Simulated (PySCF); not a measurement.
## Cr¹⁵⁺: ionisation energy

Cr¹⁵⁺ [He] 2s2 2p5 (2P) → Cr¹⁶⁺ [He] 2s2 2p4 (3P), as a difference of total energies. All numbers are calculated (PySCF 2.14, no relativity, point nucleus, in an even-tempered Gaussian basis (16 s from 2.4 bohr⁻², ratio 2.5; 10 p from 3.1 bohr⁻², ratio 2.5; 5 d from 18 bohr⁻², ratio 2.7; 5 f from 27 bohr⁻², ratio 2.7)). Correlated levels: nothing frozen; virtual orbitals above 40 to 60 times the deepest correlated orbital energy dropped. The calculations carry no spin-orbit coupling.

| method | ionisation energy (eV) |
| --- | --- |
| UHF | 1094.0 |
| MP2 (all electrons) | 1095.4 |
| SCS-MP2 (all electrons) | 1095.4 |
| CCSD (all electrons) | 1095.4 |
| CCSD(T) (all electrons) | 1095.4 |

A first-order spin-orbit estimate (lowest level to lowest level, LS coupling) adds -0.126 eV.

These non-relativistic numbers lack the scalar-relativistic shift.

For comparison: 1097.2 ± 1.4 eV (semi-empirical (NIST evaluation); NIST Atomic Spectra Database, ionization energies).
